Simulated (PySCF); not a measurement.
One molecule, one basis, several functionals.

C4H6GaN.
SMILES: `C#CCC#[N+][GaH3-]`

PySCF, def2-SVPD basis, density fitting, gas phase, PBE0-D3(BJ)/def2-SVP geometry; singlet excitations by full TDDFT with frozen cores and triplets by Tamm–Dancoff TDDFT. One functional is left out:

| functional | exact exchange (%) | HOMO energy (eV) | LUMO energy (eV) | lowest singlet excitation (eV) | lowest triplet excitation (eV) | dipole moment (D) | mean polarisability (au) |
| --- | --- | --- | --- | --- | --- | --- | --- |
| LDA | 0 | -6.21 | -2.24 | 4.00 | 3.92 | 7.059 | 95.6 |
| PBE | 0 | -6.15 | -2.02 | 4.15 | 4.05 | 7.091 | 93.1 |
| PBE0 | 25 | -7.33 | -0.99 | 5.36 | 5.17 | 7.328 | 87.9 |
| BHandHLYP | 50 | -8.47 | 0.03 | 6.36 | 5.21 | 7.524 | 84.6 |

Problem. Predict the row of B3LYP (20 % exact exchange) by straight lines through the other rows, and check it.

Solution. 
```
                      property   line  computed  computed − line  PBE0 (25 %), for comparison
              HOMO energy (eV)  -7.10     -7.15            -0.05                        -7.33
              LUMO energy (eV)  -1.25     -1.24            +0.01                        -0.99
lowest singlet excitation (eV)   5.03      5.13            +0.10                         5.36
lowest triplet excitation (eV)   4.62      4.99            +0.37                         5.17
             dipole moment (D)  7.262     7.307           +0.045                        7.328
      mean polarisability (au)   90.0      89.0             -1.0                         87.9
```

Problem. Which of these properties follows the share of exact exchange most closely, and which least?

Solution. Most closely the HOMO energy, least the lowest triplet excitation; the correlations over the tabulated rows are HOMO energy -1.000, lowest singlet excitation 0.996, dipole moment 0.996, LUMO energy 0.996, mean polarisability -0.966, lowest triplet excitation 0.912. The HOMO energy moves by -0.458 eV for every 10 %. Functionals with the same share still differ in their other parts: at 0 % LDA and PBE differ by 0.06 eV in it.
